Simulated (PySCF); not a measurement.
PySCF input for Al(H)(Me)(PH2) (CH₆AlP), SMILES [CH3][AlH][PH2], TDA-ωB97X/def2-SVPD. Coordinates come from a B3LYP-D3(BJ)/def2-SVP optimisation. One conformer was computed; it need not be the lowest.

```python
import numpy as np
from pyscf import gto, scf, dft, tdscf

mol = gto.M(
    atom='''
    Al   -0.29010606    0.01927887   -0.77190520
    H    -0.96760564   -0.84452244   -1.92104083
    C    -0.00718173    1.94482111   -1.00053157
    H     0.65460751    2.14066413   -1.86341127
    H     0.43744992    2.43153542   -0.11794883
    H    -0.96265781    2.45272106   -1.22382836
    P     0.16702905   -1.03416700    1.26744866
    H     1.41986486   -0.37659902    1.47081889
    H     0.72737476   -2.21084608    0.68163766
    ''',
    basis='def2-SVPD',
    charge=0,
    spin=0,
    max_memory=1600,
    verbose=4,
)
mf = dft.RKS(mol, xc='wb97x').density_fit(auxbasis='def2-universal-jkfit')
mf.grids.level = 3
mf.conv_tol = 1e-9
mf.max_cycle = 100
mf.kernel()
mf.grids = dft.Grids(mol).set(level=1).build(with_non0tab=True)  # coarser grid for the response kernel
td = tdscf.TDA(mf)
td.singlet = True
td.nstates = 10
td.conv_tol = 1e-4
td.kernel(x0=td.get_init_guess(mf, 15))
td.analyze()
tt = tdscf.TDA(mf)
tt.singlet = False
tt.nstates = 4
tt.conv_tol = 1e-4
tt.kernel(x0=tt.get_init_guess(mf, 9))
tt.analyze(verbose=3)
```

Log of the run:

```
PySCF version 2.14.0

[INPUT] verbose = 4
[INPUT] num. atoms = 9
[INPUT] num. electrons = 40
[INPUT] charge = 0
[INPUT] spin (= nelec alpha-beta = 2S) = 0
[INPUT] symmetry False subgroup None
[INPUT] Mole.unit = angstrom
[INPUT] Symbol           X                Y                Z      unit          X                Y                Z       unit  Magmom
[INPUT]  1 Al    -0.290106060000   0.019278870000  -0.771905200000 AA   -0.548221000477   0.036431784291  -1.458689422128 Bohr   0.0
[INPUT]  2 H     -0.967605640000  -0.844522440000  -1.921040830000 AA   -1.828509656184  -1.595916117649  -3.630241042807 Bohr   0.0
[INPUT]  3 C     -0.007181730000   1.944821110000  -1.000531570000 AA   -0.013571502801   3.675179259173  -1.890730646281 Bohr   0.0
[INPUT]  4 H      0.654607510000   2.140664130000  -1.863411270000 AA    1.237028912983   4.045268930380  -3.521336957728 Bohr   0.0
[INPUT]  5 H      0.437449920000   2.431535420000  -0.117948830000 AA    0.826660542013   4.594936005979  -0.222890985413 Bohr   0.0
[INPUT]  6 H     -0.962657810000   2.452721060000  -1.223828360000 AA   -1.819159612574   4.634971063353  -2.312700423876 Bohr   0.0
[INPUT]  7 P      0.167029050000  -1.034167000000   1.267448660000 AA    0.315639159346  -1.954292397063   2.395130844347 Bohr   0.0
[INPUT]  8 H      1.419864860000  -0.376599020000   1.470818890000 AA    2.683155719294  -0.711669006580   2.779444880937 Bohr   0.0
[INPUT]  9 H      0.727374760000  -2.210846080000   0.681637660000 AA    1.374539086321  -4.177893594768   1.288108493589 Bohr   0.0

nuclear repulsion = 127.959273654706
number of shells = 52
number of NR pGTOs = 174
number of NR cGTOs = 116
basis = def2-SVPD
ecp = {}


[settings echo left out]
init E= -625.035027485106
  HOMO = -0.283699414477894  LUMO = -0.0240661986741455  gap/eV = 7.06498
cycle= 1 E= -625.247011475307  delta_E= -0.212  |g|= 0.254  |ddm|= 2.92
  HOMO = -0.331726056662331  LUMO = 0.0144109749866148  gap/eV = 9.41887
cycle= 2 E= -625.266273773275  delta_E= -0.0193  |g|= 0.143  |ddm|= 0.532
  HOMO = -0.341933647093989  LUMO = 0.0216610801143111  gap/eV = 9.89392
cycle= 3 E= -625.272163382941  delta_E= -0.00589  |g|= 0.0283  |ddm|= 0.225
  HOMO = -0.341531635712186  LUMO = 0.0249200796559932  gap/eV = 9.97166
cycle= 4 E= -625.27253313852  delta_E= -0.00037  |g|= 0.00813  |ddm|= 0.074
  HOMO = -0.340901104362537  LUMO = 0.0239589446675708  gap/eV = 9.92835
cycle= 5 E= -625.272564136087  delta_E= -3.1e-05  |g|= 0.00175  |ddm|= 0.0188
  HOMO = -0.341267149123518  LUMO = 0.0239818440182304  gap/eV = 9.93893
cycle= 6 E= -625.272566377628  delta_E= -2.24e-06  |g|= 0.000399  |ddm|= 0.00537
  HOMO = -0.341191600883616  LUMO = 0.0239925700056007  gap/eV = 9.93717
cycle= 7 E= -625.272566532339  delta_E= -1.55e-07  |g|= 0.000112  |ddm|= 0.0014
  HOMO = -0.341217474233833  LUMO = 0.023987530983657  gap/eV = 9.93773
cycle= 8 E= -625.272566546207  delta_E= -1.39e-08  |g|= 2.6e-05  |ddm|= 0.000578
  HOMO = -0.341212508233164  LUMO = 0.0239916358966523  gap/eV = 9.93771
cycle= 9 E= -625.272566546982  delta_E= -7.75e-10  |g|= 7.14e-06  |ddm|= 0.000136
  HOMO = -0.34121326891067  LUMO = 0.0239905538788046  gap/eV = 9.93770
Extra cycle  E= -625.272566547036  delta_E= -5.35e-11  |g|= 3.09e-06  |ddm|= 2.83e-05
converged SCF energy = -625.272566547036
tot grids = 32776


******** <class 'pyscf.tdscf.rks.TDA'> for <class 'pyscf.df.df_jk.DFRKS'> ********
nstates = 10 singlet
deg_eia_thresh = 1.000e-03
wfnsym = None
conv_tol = 0.0001
eigh lindep = 1e-12
eigh level_shift = 0
eigh max_cycle = 100


Excitation energies (eV)
[5.07464846 5.79137174 6.05620836 6.38043582 6.75593948 7.32446018
 7.69094473 7.83923127 8.07513169 8.22159772]

** Singlet excitation energies and oscillator strengths **
Excited State   1:      5.07465 eV    244.32 nm  f=0.0298
      18 -> 21        0.19021
      20 -> 21        0.66606
Excited State   2:      5.79137 eV    214.08 nm  f=0.0032
      19 -> 21       -0.68856
Excited State   3:      6.05621 eV    204.72 nm  f=0.0021
      20 -> 22        0.18980
      20 -> 23        0.55363
      20 -> 25        0.33474
      20 -> 27       -0.12481
Excited State   4:      6.38044 eV    194.32 nm  f=0.1187
      18 -> 21       -0.19960
      20 -> 22       -0.56076
      20 -> 23        0.27861
      20 -> 25       -0.15058
Excited State   5:      6.75594 eV    183.52 nm  f=0.0542
      18 -> 21       -0.58240
      20 -> 21        0.15920
      20 -> 22        0.17983
      20 -> 24       -0.22267
      20 -> 26        0.10494
Excited State   6:      7.32446 eV    169.27 nm  f=0.2011
      18 -> 21        0.20091
      20 -> 24       -0.54228
      20 -> 25        0.18324
      20 -> 26        0.19765
Excited State   7:      7.69094 eV    161.21 nm  f=0.1265
      18 -> 21       -0.10010
      18 -> 22       -0.15258
      19 -> 22        0.33705
      19 -> 24        0.15088
      20 -> 22       -0.16606
      20 -> 23       -0.17872
      20 -> 24        0.13993
      20 -> 25        0.39129
      20 -> 26       -0.11836
      20 -> 29        0.11811
Excited State   8:      7.83923 eV    158.16 nm  f=0.1819
      19 -> 22        0.50249
      19 -> 23        0.13759
      19 -> 24        0.15438
      20 -> 22        0.11008
      20 -> 25       -0.28176
      20 -> 28       -0.13776
      20 -> 29       -0.10452
Excited State   9:      8.07513 eV    153.54 nm  f=0.0376
      18 -> 22       -0.46695
      18 -> 23       -0.18731
      18 -> 25       -0.26894
      19 -> 22       -0.13996
      20 -> 26        0.21556
      20 -> 30       -0.13523
Excited State  10:      8.22160 eV    150.80 nm  f=0.2585
      18 -> 22       -0.31665
      18 -> 23        0.46956
      19 -> 23        0.17940
      19 -> 24       -0.12041
      19 -> 25       -0.17146
      20 -> 25       -0.12418

** Transition electric dipole moments (AU) **
state          X           Y           Z        Dip. S.      Osc.
  1         0.0279     -0.2024      0.4449      0.2397      0.0298
  2        -0.1410     -0.0441      0.0261      0.0225      0.0032
  3        -0.0095      0.0863      0.0806      0.0140      0.0021
  4         0.3086      0.3427     -0.7395      0.7595      0.1187
  5        -0.2203     -0.1943      0.4913      0.3276      0.0542
  6        -0.2120      0.5890     -0.8535      1.1204      0.2011
  7         0.1056      0.3638      0.7264      0.6712      0.1265
  8        -0.1861      0.7584     -0.5810      0.9474      0.1819
  9        -0.3027      0.0435      0.3109      0.1902      0.0376
 10        -0.7017      0.2798     -0.8442      1.2833      0.2585

** Transition velocity dipole moments (imaginary part, AU) **
state          X           Y           Z        Dip. S.      Osc.
  1         0.0296     -0.0241      0.0150      0.0017      0.0060
  2        -0.0392     -0.0058      0.0111      0.0017      0.0053
  3        -0.0107     -0.0111      0.0160      0.0005      0.0015
  4         0.0618      0.0935     -0.1885      0.0481      0.1367
  5        -0.0372     -0.0411      0.0812      0.0097      0.0259
  6        -0.0491      0.1172     -0.1404      0.0359      0.0888
  7         0.0094      0.1130      0.1452      0.0339      0.0801
  8        -0.0374      0.2121     -0.1431      0.0668      0.1547
  9        -0.1024     -0.0070      0.0659      0.0149      0.0334
 10        -0.1817      0.1181     -0.2094      0.0908      0.2003

** Transition magnetic dipole moments (imaginary part, AU) **
state          X           Y           Z
  1         0.3577      0.8848      0.2612
  2         0.2066     -0.6064      0.9653
  3         0.3204     -0.2111      0.2705
  4        -0.3282     -0.5914     -0.2523
  5         0.0278     -0.2087      0.0314
  6         0.2436      0.4865      0.1314
  7         0.5151     -0.0790     -0.1710
  8        -0.7904      0.2872      0.6432
  9         0.4368      0.1015      0.5481
 10        -0.8951      0.9335      0.3242


******** <class 'pyscf.tdscf.rks.TDA'> for <class 'pyscf.df.df_jk.DFRKS'> ********
nstates = 4 triplet
deg_eia_thresh = 1.000e-03
wfnsym = None
conv_tol = 0.0001
eigh lindep = 1e-12
eigh level_shift = 0
eigh max_cycle = 100


Excitation energies (eV)
[4.46136751 5.46172247 5.55407665 6.06515417]

** Triplet excitation energies and oscillator strengths **
Excited State   1:      4.46137 eV    277.91 nm  f=0.0000
Excited State   2:      5.46172 eV    227.01 nm  f=0.0000
Excited State   3:      5.55408 eV    223.23 nm  f=0.0000
Excited State   4:      6.06515 eV    204.42 nm  f=0.0000
```

The run converged.

Cost: roughly 110 core-seconds.
